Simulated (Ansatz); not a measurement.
`CC1(O)C[SiH2]1` + `COB(O)OC` → `COB(OC)OC` + `OC1C[SiH2]1`  (substitution at a C–C bond)

Program: Ansatz. Geometries: PBE0-D4/def2-TZVP. ΔE: electronic, gas phase. CCSD(T)/CBS is the MP2 limit (def2-TZVPP, def2-QZVPP) plus CCSD(T) − MP2 in def2-TZVPP, frozen cores. DFT in def2-TZVPP. B3LYP here is the variant with VWN-RPA as its local correlation; programs differ in this. HSE06 is defined as in plane-wave codes. Each species was taken in one conformer, which may not be the lowest.

`CC1(O)C[SiH2]1`:

Z-matrix (Å, degrees):
```
C
C 1 1.504
H 1 1.093 2 111.3
H 1 1.093 2 111.2 3 -119.8
H 1 1.096 2 110.0 3 120.1
O 2 1.407 1 114.0 3 -178.9
C 2 1.526 1 116.7 3 -47.5
Si 2 1.882 1 121.8 3 28.4
H 6 0.961 2 108.1 1 -70.6
H 7 1.086 2 116.5 1 0.6
H 7 1.086 2 113.9 1 -134.7
H 8 1.480 2 120.5 1 -3.9
H 8 1.478 2 119.2 1 149.8
```

`COB(O)OC`:

Z-matrix (Å, degrees):
```
C
O 1 1.413
H 1 1.090 2 107.6
H 1 1.093 2 111.2 3 119.5
H 1 1.093 2 111.2 3 -119.5
B 2 1.360 1 120.1 3 -180.0
O 6 1.363 2 120.7 1 -179.0
O 6 1.368 2 120.2 1 0.7
C 7 1.412 6 121.6 2 -1.0
H 8 0.960 6 111.4 2 -180.0
H 9 1.091 7 108.3 6 141.7
H 9 1.092 7 111.7 6 21.2
H 9 1.094 7 110.0 6 -99.7
```

`COB(OC)OC`:

Z-matrix (Å, degrees):
```
C
O 1 1.412
H 1 1.090 2 107.6
H 1 1.093 2 111.3 3 119.5
H 1 1.093 2 111.3 3 -119.6
B 2 1.363 1 120.2 3 179.8
O 6 1.363 2 120.0 1 0.0
O 6 1.363 2 120.0 1 -180.0
C 7 1.412 6 120.2 2 -180.0
C 8 1.412 6 120.2 2 -0.0
H 9 1.093 7 111.3 6 60.5
H 9 1.093 7 111.3 6 -60.4
H 9 1.090 7 107.6 6 -179.9
H 10 1.093 8 111.3 6 60.3
H 10 1.093 8 111.3 6 -60.6
H 10 1.090 8 107.6 6 179.9
```

`OC1C[SiH2]1`:

```xyz
10

O     1.486   -1.033   -0.264
C     0.382   -0.500    0.407
C     0.031    0.977    0.155
Si   -1.217   -0.231   -0.498
H     2.277   -0.596    0.070
H     0.306   -0.793    1.456
H    -0.154    1.605    1.021
H     0.643    1.457   -0.604
H    -2.495   -0.442    0.215
H    -1.259   -0.443   -1.958
```

```
             level  ΔE (kJ/mol)  difference from CCSD(T)/CBS
       LDA (SPW92)         77.3                          4.3
            PBE-D4         71.6                         -1.4
         revPBE-D4         71.6                         -1.4
           BLYP-D4         64.8                         -8.2
         r2SCAN-D4         72.0                         -1.0
            B97M-V         71.8                         -1.2
          B3LYP-D4         65.1                         -7.9
        r2SCANh-D4         72.0                         -1.0
        r2SCAN0-D4         71.9                         -1.1
          HSE06-D4         71.5                         -1.5
          BHLYP-D4         64.1                         -8.9
      CAM-B3LYP-D4         64.1                         -8.9
           ωB97X-V         65.6                         -7.4
           ωB97M-V         68.9                         -4.1
            B2PLYP         67.2                         -5.8
          PBE-QIDH         73.7                          0.7
               PBE         69.7                         -3.3
            revPBE         66.7                         -6.3
              BLYP         60.4                        -12.6
            r2SCAN         71.8                         -1.2
              PBE0         70.0                         -3.0
             B3LYP         61.9                        -11.1
           r2SCANh         71.8                         -1.2
             HSE06         70.1                         -2.9
             BHLYP         61.5                        -11.5
         CAM-B3LYP         62.6                        -10.4
           LC-ωPBE         68.1                         -4.9
RPA@PBE/def2-TZVPP         64.3                         -8.7
       HF/def2-SVP         53.6                        -19.4
      MP2/def2-SVP         78.6                          5.6
     CCSD/def2-SVP         68.6                         -4.4
     HF/def2-TZVPP         54.5                        -18.5
    MP2/def2-TZVPP         78.3                          5.3
SCS-MP2/def2-TZVPP         70.7                         -2.3
CCSD(T)/def2-TZVPP         70.9                         -2.1
     HF/def2-QZVPP         54.1                        -18.9
SCS-MP2/def2-QZVPP         71.8                         -1.2
      HF/CBS(def2)         54.1                        -18.9
     MP2/CBS(def2)         80.3                          7.3
    CCSD/CBS(def2)         70.6                         -2.4
       CCSD(T)/CBS         73.0                            0
```

Largest T1 diagnostic among the species: 0.012.

In def2-TZVPP, CCSD(T) changes the Hartree–Fock value by +16.4 kJ/mol (the triples alone add +2.3 kJ/mol) and MP2 by +23.8 kJ/mol. Leaving LDA and LC-ωPBE aside and taking each functional with its dispersion term where it has one, the values spread over 9.7 kJ/mol, from BHLYP-D4 to PBE-QIDH. LDA lies +7.6 kJ/mol from PBE without D4.
